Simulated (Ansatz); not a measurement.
Two structures of Si2H5ClO, singlet, reached by relaxing down either side of one saddle point (PBE0-D4/def2-TZVP). Energies are electronic, without zero-point energy. Computed with Ansatz 0.2.0 (basis: def2-TZVPP and def2-QZVPP); correlated methods freeze the cores. Extrapolation: Hartree–Fock as exp(−7.88 √X), correlation as X^−2.97. First:

```xyz
9
angstrom
Si -0.1574 -0.3816 -0.9061
Cl 1.1897 0.5868 -2.1388
O -1.6828 0.1480 -1.1912
H -1.8795 1.0724 -1.0299
H -0.1653 -1.8094 -1.2927
Si 0.5593 0.0227 1.2869
H 0.4587 1.4819 1.5634
H 1.9717 -0.4103 1.4484
H -0.2945 -0.7107 2.2599
```

Second:

Si1  (-0.886, -0.869, -0.474)
Cl2  (0.600, 2.167, -1.457)
O3  (-1.145, -0.093, -1.773)
H4  (-0.271, 1.161, -1.752)
H5  (-1.627, -2.144, -0.251)
Si6  (0.623, -0.138, 1.178)
H7  (0.157, 1.168, 1.694)
H8  (1.977, -0.082, 0.583)
H9  (0.571, -1.168, 2.252)
(Å)

Q: Which bonds change from the first to the second?

A: Si₂H₅ClO ([OH][SiH]([SiH3])[Cl]) → Si₂H₄O ([O][SiH][SiH3]) + HCl; bonds formed: Cl2–H4; bonds broken: Si1–Cl2, O3–H4.

Q: Give the saddle point's structure and its height above each. (An estimate is asked for; the value comes from the calculation.)

A: The calculation gives: 257.5 kJ/mol above the first and 7.9 kJ/mol above the second (CCSD(T) at an estimated basis limit (MP2 extrapolated from triple and quadruple zeta, plus CCSD(T) − MP2 in triple zeta)).
```xyz
9
angstrom
Si -0.8577 -0.8086 -0.4907
Cl 0.6025 2.0007 -1.2721
O -1.1352 -0.0455 -1.8127
H -0.3903 0.9655 -1.7333
H -1.6215 -2.0735 -0.3217
Si 0.6539 -0.0642 1.1481
H 0.1765 1.2154 1.7091
H 2.0182 -0.0607 0.5830
H 0.5536 -1.1292 2.1902
```

T1 diagnostic: at most 0.020.

Labels in which every atom is bracketed show which atoms are joined, not bond orders.

For scale, one of the runs: CCSD(T)/def2-TZVPP, 227 basis functions, launched by `ansatz run in.yaml --threads 4 --pin off --events-out ev --progress --plain --max-ram 9574MiB`. Hardware: 4 CPU threads of an Intel Xeon, shared host. Wall time 96 s; peak host memory 3.4 GiB.
